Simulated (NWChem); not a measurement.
Species: CBF$_{2}$NO; SMILES O=C=NB(F)F

```xyz
6

B      0.0395    -0.9578     0.0000
F      0.9613    -1.9031     0.0000
F     -1.2362    -1.3165     0.0000
N      0.4290     0.4072     0.0000
C      0.0675     1.5622     0.0000
O     -0.1840     2.7063     0.0000
```
Atoms are numbered in this order, from 1.

Results from NWChem. Pople sets run with spherical d functions. Geometry: optimised at B3LYP/6-31G* (spherical d). Core excitations by TDA in a window of 1s orbitals, non-relativistic and unshifted: absolute energies depend strongly on the exact-exchange share.

For level N K edge, PBE/6-311G**:

- first 1s excitation (eV): 379.8
- dipole oscillator strength of the first: 0.0008
- first state with f > 0.002 (eV): 381.0
- dipole oscillator strength of that state: 0.0158

Q: How do the values read with level O K edge, BHandHLYP/6-311G** instead?

A: 
| Item | Value |
|---|---|
| first 1s excitation (eV) | 532.2 |
| dipole oscillator strength of the first | 0.0363 |
| first state with f > 0.002 (eV) | 532.2 |
| dipole oscillator strength of that state | 0.0363 |
